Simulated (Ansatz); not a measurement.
`CC(N)=O` + `F[SiH2]Cl` → `NC(=O)[SiH](F)Cl` + CH₄  (formal exchange of groups at a C–C bond)

Program: Ansatz. Geometries: PBE0-D4/def2-TZVP. ΔE: electronic, gas phase. CBS: MP2 limit from def2 TZ/QZ plus the TZ coupled-cluster correction, frozen cores. This one scheme is used for every species. DFT in def2-TZVPP. B3LYP here is the variant with VWN-RPA as its local correlation; programs differ in this. One conformer a species, not always the lowest.

```json
{"level": "PBE-D4", "ΔE (eV)": "-0.23"}
{"level": "PBE0-D4", "ΔE (eV)": "-0.15"}
{"level": "B3LYP-D4", "ΔE (eV)": "-0.20"}
{"level": "PBE0", "ΔE (eV)": "-0.11"}
{"level": "MP2/def2-TZVPP", "ΔE (eV)": "-0.13"}
{"level": "SCS-MP2/def2-TZVPP", "ΔE (eV)": "-0.10"}
{"level": "CCSD(T)/def2-TZVPP", "ΔE (eV)": "-0.12"}
{"level": "MP2/def2-QZVPP", "ΔE (eV)": "-0.13"}
```

Question: What does CCSD(T)/CBS give? (An estimate is asked.)

Answer: Computed: -0.12 eV. The listed levels differ from it by -0.11, -0.03, -0.08, 0.01, -0.01, 0.02, 0.00, -0.01 eV.

Largest T1 diagnostic among the species: 0.014.

From PBE to PBE0 (25 % exact exchange), in def2-TZVPP and without D4, ΔE moves by +0.08 eV. The D4 term adds −0.07 eV with B3LYP and −0.04 eV with PBE0; it sums over pairs of atoms, weighted by their polarisabilities, and B3LYP, whose exchange is more repulsive, gets the larger term.
